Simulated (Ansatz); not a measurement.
`FC(F)C(F)I`, relaxed with RKS PBE0-D4/def2-TZVP in Ansatz 0.2.0 from a PBE-D4/def2-SVP geometry. The force threshold is 0.005 eV/Å; the program also tests the step.

The species carries charge 0 and has multiplicity 1. I takes the def2 core potential.

Start:

```xyz
8

F    -1.115    0.188    1.352
C    -0.804   -0.083    0.059
F    -1.509    0.769   -0.741
C     0.685    0.183   -0.186
F     0.973   -0.060   -1.489
I     1.913   -1.092    1.110
H    -1.087   -1.132   -0.189
H     0.943    1.228    0.086
```

(1) How much energy does the relaxation release, and in how many steps? (Best estimate.)

(2) Which bonds change most? (An estimate is asked.)

(3) Give the relaxed structure. (Best estimate.)

Answers

(1) Ansatz gave: 4.49 kJ/mol, in 6 steps.

(2) The calculation gave: C4–I6 from 2.195 to 2.140 Å; C2–H7 from 1.114 to 1.094 Å; C4–H8 from 1.110 to 1.091 Å; C2–C4 from 1.532 to 1.519 Å.

(3) Computed: 
```xyz
8

F    -1.112    0.207    1.333
C    -0.791   -0.087    0.058
F    -1.499    0.740   -0.745
C     0.686    0.183   -0.171
F     0.972   -0.043   -1.473
I     1.878   -1.090    1.070
H    -1.071   -1.121   -0.165
H     0.937    1.211    0.093
```
